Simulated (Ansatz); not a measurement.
Reaction (cleavage of the In–Ge bond): `[Cl][In]([Cl])[GeH3]` + CH₃OH → `C[O][In]([Cl])[Cl]` + GeH₄

Program: Ansatz. Geometries: PBE0-D4/def2-TZVP. ΔE: electronic, gas phase. CCSD(T)/CBS is the MP2 limit (def2-TZVPP, def2-QZVPP) plus CCSD(T) − MP2 in def2-TZVPP, frozen cores. This one scheme is used for every species. DFT in def2-TZVPP. Elements past krypton have def2 core potentials. For Ge, In outer-core shells are correlated without core-valence functions, which leaves a few kJ/mol of doubt a bond. Scalar relativity is left out up to krypton. Each species was taken in one conformer, which may not be the lowest.

`[Cl][In]([Cl])[GeH3]`:

Cartesian coordinates in Å:
```
Cl 0.043 3.142 0.840
In -0.138 0.828 1.006
Cl -0.626 0.193 3.191
Ge 0.145 -0.810 -0.973
H 0.321 -2.232 -0.429
H 1.372 -0.392 -1.792
H -1.116 -0.729 -1.843
```

CH₃OH:

Z-matrix (Å, degrees):
```
C
O 1 1.409
H 1 1.097 2 112.4
H 1 1.090 2 107.0 3 -118.5
H 1 1.097 2 112.4 3 123.0
H 2 0.959 1 108.5 3 -61.6
```

`C[O][In]([Cl])[Cl]`:

Cartesian coordinates in Å:
```
C -1.015 -0.889 0.323
O 0.284 -0.841 -0.228
In 1.253 0.845 -0.445
Cl 0.290 2.771 0.386
Cl 3.307 0.881 -1.460
H -1.090 -1.784 0.949
H -1.767 -0.962 -0.470
H -1.262 -0.021 0.945
```

GeH₄:

```xyz
5

Ge    0.000    0.000    0.000
H     0.809    0.054   -1.302
H    -1.495    0.119   -0.322
H     0.421    1.159    0.912
H     0.265   -1.333    0.712
```

(1) Is it downhill or uphill in electronic energy at CCSD(T)/CBS, and by how much? (Best estimate.)

(2) What do these levels give: BLYP-D4, B97M-V, PBE0-D4, r2SCANh-D4, r2SCAN0-D4, PBE, BLYP, LC-ωPBE, RPA@PBE/def2-TZVPP, HF/def2-TZVPP, CCSD(T)/def2-TZVPP, HF/CBS(def2)? (Best estimate.)

Largest T1 diagnostic among the species: 0.015.

Answers

(1) Computed: Uphill: ΔE = +52.2 kJ/mol.

(2) Computed: BLYP-D4 51.7, B97M-V 40.6, PBE0-D4 65.3, r2SCANh-D4 57.3, r2SCAN0-D4 61.8, PBE 61.2, BLYP 54.5, LC-ωPBE 51.2, RPA@PBE/def2-TZVPP 44.5, HF/def2-TZVPP 52.9, CCSD(T)/def2-TZVPP 49.9, HF/CBS(def2) 50.7 kJ/mol.

From BLYP to BHLYP (50 % exact exchange), in def2-TZVPP and without D4, ΔE moves by +5.1 kJ/mol. Leaving LDA and LC-ωPBE aside and taking each functional with its dispersion term where it has one, the values, not all of them listed here, spread over 25.1 kJ/mol, from B97M-V to HSE06-D4.
